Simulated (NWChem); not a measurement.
System: GeH$_{3}$O$_{2}$Cl; SMILES [OH][GeH]([OH])[Cl]

Here is an NWChem input.

```
start job
memory heap 200 mb stack 900 mb global 1100 mb
geometry units angstroms noautoz
  Ge    -0.006508     0.409100     0.352666
  O     -1.383990     1.214410    -0.429134
  O      1.511616     1.129115    -0.255058
  Cl     0.094670    -1.707115    -0.186118
  H     -0.221599     0.573109     1.865287
  H     -1.239949     1.294550    -1.391563
  H      2.101499     0.422167    -0.580717
end
basis spherical
  * library def2-svp
end
dft
  xc mn15
  iterations 150
  mulliken
end
task dft gradient
```

NWChem printed, in part:

```
             Northwest Computational Chemistry Package (NWChem) 7.3.0
             --------------------------------------------------------

 C1  symmetry detected

                             Geometry "geometry" -> ""
                             -------------------------

 Output coordinates in angstroms (scale by  1.889725989 to convert to a.u.)

  No.       Tag          Charge          X              Y              Z
 ---- ---------------- ---------- -------------- -------------- --------------
    1 Ge                  32.0000    -0.01046946     0.35222494     0.29906672
    2 O                    8.0000    -1.36567816     1.21844096    -0.45609638
    3 O                    8.0000     1.52133880     0.92522937    -0.42043304
    4 Cl                  17.0000    -0.09121542    -1.78987486    -0.12962861
    5 H                    1.0000    -0.13260253     0.60720116     1.80944946
    6 H                    1.0000    -1.26747896     1.23941392    -1.42736198
    7 H                    1.0000     2.04048144     0.16069696    -0.73630062

 Effective nuclear repulsion energy (a.u.)     389.0945524305

                                 NWChem DFT Module
                                 -----------------

 Summary of "ao basis" -> "ao basis" (spherical)
 ------------------------------------------------------------------------------
       Tag                 Description            Shells   Functions and Types
 ---------------- ------------------------------  ------  ---------------------
 Ge                         def2-svp                12       32   5s4p3d
 O                          def2-svp                 6       14   3s2p1d
 Cl                         def2-svp                 8       18   4s3p1d
 H                          def2-svp                 3        5   2s1p

            General Information
            -------------------
          SCF calculation type: DFT
          Wavefunction type:  closed shell.
          No. of atoms     :     7
          No. of electrons :    68
           Alpha electrons :    34
            Beta electrons :    34
          Charge           :     0
          Spin multiplicity:     1
          Use of symmetry is: off; symmetry adaption is: off
          Maximum number of iterations: 150
          AO basis - number of functions:    93
                     number of shells:    41
          Convergence on energy requested:  1.00D-06
          Convergence on density requested:  1.00D-05
          Convergence on gradient requested:  5.00D-04

              XC Information
              --------------
                         MN15 Method XC Functional
                     Hartree-Fock (Exact) Exchange  0.440
                          MN15 Exchange Functional  1.000
                        MN15 Correlation Potential  1.000

             Grid Information
             ----------------
          Grid used for XC integration:  medium
          Radial quadrature: Mura-Knowles
          Angular quadrature: Lebedev.
          Tag              B.-S. Rad. Rad. Pts. Rad. Cut. Ang. Pts.
          ---              ---------- --------- --------- ---------
          Ge                  1.25      112           8.0       590
          O                   0.60       49          10.0       434
          Cl                  1.00       88          10.0       590
          H                   0.35       45          10.0       434
          Grid pruning is: on
          Number of quadrature shells:   433
          Spatial weights used:  Erf1

      Superposition of Atomic Density Guess
      -------------------------------------

 Sum of atomic energies:       -2685.24715433

      Non-variational initial energy
      ------------------------------

 Total energy =   -2686.042464
 1-e energy   =   -4513.486884
 2-e energy   =    1438.349867
 HOMO         =      -0.413332
 LUMO         =       0.023214

     ---------------------------------------------
      Total Density - Mulliken Population Analysis
     ---------------------------------------------

    Atom       Charge   Shell Charges
 -----------   ------   -------------------------------------------------------
    1 Ge  32    30.50   2.00  2.00  2.00  0.92  0.13  6.00  5.98  0.79  0.49  8.15  1.81  0.24
    2 O    8     8.84   1.99  1.11  0.67  3.06  2.01  0.00
    3 O    8     8.85   1.99  1.11  0.67  3.06  2.01  0.00
    4 Cl  17    17.46   2.00  1.99  1.23  0.73  5.94  2.15  3.41  0.01
    5 H    1     1.05   0.65  0.39  0.01
    6 H    1     0.65   0.52  0.08  0.06
    7 H    1     0.66   0.52  0.08  0.06

   convergence    iter        energy       DeltaE   RMS-Dens  Diis-err
 ---------------- ----- ----------------- --------- --------- ---------
 d= 0,ls=0.0,diis     1  -2688.8975371247 -3.08D+03  1.47D-02  1.66D+00
 d= 0,ls=0.0,diis     2  -2688.8775151610  2.00D-02  8.87D-03  1.48D+00
 d= 0,ls=0.0,diis     3  -2689.0094208912 -1.32D-01  2.10D-03  1.73D-01
 d= 0,ls=0.0,diis     4  -2689.0237516488 -1.43D-02  4.98D-04  5.30D-03
 d= 0,ls=0.0,diis     5  -2689.0241855222 -4.34D-04  1.09D-04  1.11D-04
  Resetting Diis
 d= 0,ls=0.0,diis     6  -2689.0241977455 -1.22D-05  3.18D-05  6.86D-06
 d= 0,ls=0.0,diis     7  -2689.0241984956 -7.50D-07  1.89D-05  1.93D-06
 d= 0,ls=0.0,diis     8  -2689.0241983790  1.17D-07  1.03D-05  3.50D-06
 d= 0,ls=0.0,diis     9  -2689.0241986776 -2.99D-07  1.55D-06  4.23D-08

         Total DFT energy =    -2689.024198677595
      One electron energy =    -4513.374244407662
           Coulomb energy =     1560.905129157241
    Exchange-Corr. energy =     -125.649635857636
 Nuclear repulsion energy =      389.094552430460

 Numeric. integr. density =       67.999994879803

                       DFT Final Molecular Orbital Analysis
                       ------------------------------------

 Vector   32  Occ=2.000000D+00  E=-3.652587D-01
              MO Center=  4.5D-01,  1.4D-01, -1.9D-01, r^2= 3.8D+00
   Bfn.  Coefficient  Atom+Function         Bfn.  Coefficient  Atom+Function
  ----- ------------  ---------------      ----- ------------  ---------------
    52      0.310583  3 O  pz                50      0.292213  3 O  px
    71      0.281963  4 Cl px                36      0.258885  2 O  px
    55      0.229896  3 O  pz                68      0.227022  4 Cl px
    53      0.208684  3 O  px                72      0.191889  4 Cl py
    39      0.184288  2 O  px                69      0.142552  4 Cl py

 Vector   33  Occ=2.000000D+00  E=-3.606287D-01
              MO Center= -2.1D-01, -1.2D+00, -7.2D-02, r^2= 2.7D+00
   Bfn.  Coefficient  Atom+Function         Bfn.  Coefficient  Atom+Function
  ----- ------------  ---------------      ----- ------------  ---------------
    73      0.523094  4 Cl pz                70      0.410969  4 Cl pz
    67      0.234584  4 Cl pz                37     -0.224082  2 O  py
    71      0.171323  4 Cl px                40     -0.162964  2 O  py
    72     -0.158485  4 Cl py                68      0.134597  4 Cl px
    69     -0.121474  4 Cl py                79     -0.120955  5 H  s

 Vector   34  Occ=2.000000D+00  E=-3.584962D-01
              MO Center= -8.9D-02, -6.8D-01, -1.2D-01, r^2= 3.7D+00
   Bfn.  Coefficient  Atom+Function         Bfn.  Coefficient  Atom+Function
  ----- ------------  ---------------      ----- ------------  ---------------
    71      0.458703  4 Cl px                68      0.355806  4 Cl px
    37     -0.232311  2 O  py                52     -0.203104  3 O  pz
    65      0.203359  4 Cl px                73     -0.185547  4 Cl pz
    40     -0.169330  2 O  py                36     -0.151864  2 O  px
    70     -0.147914  4 Cl pz                55     -0.145788  3 O  pz

 Vector   35  Occ=0.000000D+00  E= 2.463524D-02
              MO Center= -1.5D-02, -1.1D-01,  1.6D-01, r^2= 3.7D+00
   Bfn.  Coefficient  Atom+Function         Bfn.  Coefficient  Atom+Function
  ----- ------------  ---------------      ----- ------------  ---------------
     5      0.755146  1 Ge s                  4      0.735177  1 Ge s
    80     -0.582889  5 H  s                 72     -0.492214  4 Cl py
     3     -0.394212  1 Ge s                 64     -0.315965  4 Cl s
    35     -0.288742  2 O  s                 49     -0.282871  3 O  s
    16     -0.247337  1 Ge py                69     -0.244228  4 Cl py

 Vector   36  Occ=0.000000D+00  E= 6.018916D-02
              MO Center=  4.6D-01,  4.6D-01,  1.5D-01, r^2= 4.2D+00
   Bfn.  Coefficient  Atom+Function         Bfn.  Coefficient  Atom+Function
  ----- ------------  ---------------      ----- ------------  ---------------
    49      0.684643  3 O  s                 16     -0.617388  1 Ge py
    15     -0.487689  1 Ge px                90     -0.486961  7 H  s
    13     -0.316393  1 Ge py                64     -0.240535  4 Cl s
     5     -0.226159  1 Ge s                 12     -0.204696  1 Ge px
    72     -0.202922  4 Cl py                48      0.172558  3 O  s

 Vector   37  Occ=0.000000D+00  E= 6.365331D-02
              MO Center= -2.1D-01,  4.3D-01,  1.1D-01, r^2= 4.2D+00
   Bfn.  Coefficient  Atom+Function         Bfn.  Coefficient  Atom+Function
  ----- ------------  ---------------      ----- ------------  ---------------
    15      0.746661  1 Ge px                35      0.688042  2 O  s
    16     -0.480375  1 Ge py                85     -0.385576  6 H  s
    17      0.267228  1 Ge pz                12      0.243310  1 Ge px
    64     -0.194703  4 Cl s                 71     -0.190500  4 Cl px
    13     -0.188766  1 Ge py                34      0.170054  2 O  s

     ---------------------------------------------
      Total Density - Mulliken Population Analysis
     ---------------------------------------------

    Atom       Charge   Shell Charges
 -----------   ------   -------------------------------------------------------
    1 Ge  32    31.23   2.00  2.00  1.97  1.06  0.06  6.00  5.96  1.23  0.61  8.12  1.82  0.42
    2 O    8     8.41   1.99  1.05  0.69  2.89  1.78  0.01
    3 O    8     8.42   1.99  1.05  0.70  2.89  1.79  0.01
    4 Cl  17    17.27   2.00  1.97  1.22  0.74  5.93  2.23  3.16  0.02
    5 H    1     1.07   0.73  0.33  0.01
    6 H    1     0.79   0.67  0.06  0.07
    7 H    1     0.80   0.66  0.07  0.07

     -------------------------------------------
      Total Density - Lowdin Population Analysis
     -------------------------------------------

    Atom       Charge   Shell Charges
 -----------   ------   -------------------------------------------------------
    1 Ge  32    31.65   2.00  2.00  1.91  0.71  0.33  5.99  5.80  1.28  0.90  7.83  2.05  0.86
    2 O    8     8.21   1.97  0.87  0.62  2.72  2.01  0.01
    3 O    8     8.22   1.97  0.87  0.62  2.72  2.02  0.01
    4 Cl  17    17.06   2.00  1.95  1.03  0.82  5.83  2.32  3.10  0.02
    5 H    1     1.06   0.62  0.41  0.03
    6 H    1     0.90   0.55  0.18  0.18
    7 H    1     0.91   0.55  0.18  0.18

     Multipole analysis of the density
     ---------------------------------

     L   x y z        total         alpha         beta         nuclear
     -   - - -        -----         -----         ----         -------
     0   0 0 0     -0.000000    -34.000000    -34.000000     68.000000

     1   1 0 0      0.349419      0.174709      0.174709     -0.000000
     1   0 1 0     -0.084938     -0.042469     -0.042469      0.000000
     1   0 0 1     -0.264416     -0.132208     -0.132208      0.000000

     2   2 0 0    -31.302412    -85.945805    -85.945805    140.589199
     2   1 1 0     -1.353795      0.603949      0.603949     -2.561693
     2   1 0 1      0.454899      0.167277      0.167277      0.120345
     2   0 2 0    -34.330456   -158.379264   -158.379264    282.428072
     2   0 1 1     -0.380294      1.651342      1.651342     -3.682978
     2   0 0 2    -27.452875    -35.295096    -35.295096     43.137316

            General Information
            -------------------
          SCF calculation type: DFT
          Wavefunction type:  closed shell.
          No. of atoms     :     7
          No. of electrons :    68
           Alpha electrons :    34
            Beta electrons :    34
          Charge           :     0
          Spin multiplicity:     1
          Use of symmetry is: off; symmetry adaption is: off
          Maximum number of iterations: 150
          AO basis - number of functions:    93
                     number of shells:    41
          Convergence on energy requested:  1.00D-06
          Convergence on density requested:  1.00D-05
          Convergence on gradient requested:  5.00D-04

              XC Information
              --------------
                         MN15 Method XC Functional
                     Hartree-Fock (Exact) Exchange  0.440
                          MN15 Exchange Functional  1.000
                        MN15 Correlation Potential  1.000

             Grid Information
             ----------------
          Grid used for XC integration:  medium
          Radial quadrature: Mura-Knowles
          Angular quadrature: Lebedev.
          Tag              B.-S. Rad. Rad. Pts. Rad. Cut. Ang. Pts.
          ---              ---------- --------- --------- ---------
          Ge                  1.25      112           8.0       590
          O                   0.60       49          10.0       434
          Cl                  1.00       88          10.0       590
          H                   0.35       45          10.0       434
          Grid pruning is: on
          Number of quadrature shells:   433
          Spatial weights used:  Erf1

          Convergence Information
          -----------------------
          Convergence aids based upon iterative change in
          total energy or number of iterations.
          Levelshifting, if invoked, occurs when the
          HOMO/LUMO gap drops below (HL_TOL):  1.00D-02
          DIIS, if invoked, will attempt to extrapolate
          using up to (NFOCK): 10 stored Fock matrices.

                    Damping( 0%)  Levelshifting(0.5)       DIIS
                  --------------- ------------------- ---------------
          dE  on:    start            ASAP                start
          dE off:    2 iters        150 iters           150 iters

                            NWChem DFT Gradient Module
                            --------------------------

  charge          =   0.00
  wavefunction    = closed shell

                         DFT ENERGY GRADIENTS

    atom               coordinates                        gradient
                 x          y          z           x          y          z
   1 Ge     -0.019784   0.665609   0.565154    0.001351  -0.005754   0.003685
   2 O      -2.580758   2.302520  -0.861897   -0.015607   0.010144   0.002976
   3 O       2.874913   1.748430  -0.794503    0.011551   0.014469  -0.003775
   4 Cl     -0.172372  -3.382373  -0.244963   -0.000808  -0.012714  -0.001602
   5 H      -0.250582   1.147444   3.419364   -0.001351   0.002043   0.007475
   6 H      -2.395188   2.342153  -2.697323    0.002717  -0.001234  -0.007087
   7 H       3.855951   0.303673  -1.391406    0.002148  -0.006953  -0.001671
```

Level: MN15/def2-SVP. The geometry was optimised at PBE-D3(BJ)/def2-SVP.
